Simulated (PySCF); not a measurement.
**[WOF3]− at several levels of theory**

Computed with PySCF 2.14.0 (density fitting, no spin-orbit coupling) at the geometry relaxed with B3LYP:

```xyz
5
[WOF3]− (triplet)
W    -0.1457    0.0349    0.0644
O     0.7309    1.0832    1.1219
F    -0.5562   -1.5303    1.1611
F     0.3070   -1.2976   -1.2959
F    -0.5820    1.1533   -1.4783
```

```csv
level,basis,state,HOMO (eV),gap (eV),charge on W1 (e),dipole about the centre of mass (D),largest force component (eV/Å)
B3LYP,"W def2-SVP with ECP60, O def2-SVP, F def2-SVP",triplet,0.09,2.29,0.76,0.86,0.01
revPBE,the same,triplet,1.58,0.59,0.58,0.63,0.37
TPSSh,the same,triplet,0.68,1.74,0.77,0.82,0.12
BP86,the same,triplet,1.45,0.46,0.57,0.62,0.34
PBE0,the same,triplet,-0.30,3.14,0.83,0.95,0.38
B3LYP,"W x2c-SVPall, O x2c-SVPall, F x2c-SVPall",triplet,-0.20,2.32,0.65,0.89,0.58
```

HOMO and gap are taken over both spins. Charges are Mulliken's, which hang on the basis. The relaxation used the grid (50, 194), these runs (75, 302) or, all-electron (x2c bases, spin-free X2C Hamiltonian), (99, 590).

**Question.** What does B3LYP with W def2-TZVP with ECP60, O def2-TZVP, F def2-TZVP give here?

**Answer.** state triplet, HOMO (eV) -0.14, gap (eV) 2.42, charge on W1 (e) 1.15, dipole about the centre of mass (D) 0.95, largest force component (eV/Å) 0.25. Time: 17 s on 2 threads of Arm Neoverse V1, on a shared host, from free ions and atoms.

Open shells may have lower solutions than the one found.

The highest filled level of some runs lies above zero, as often for anions with such functionals and bases.

A gap near or under zero over both spins lies within a partly filled shell and is no excitation energy.
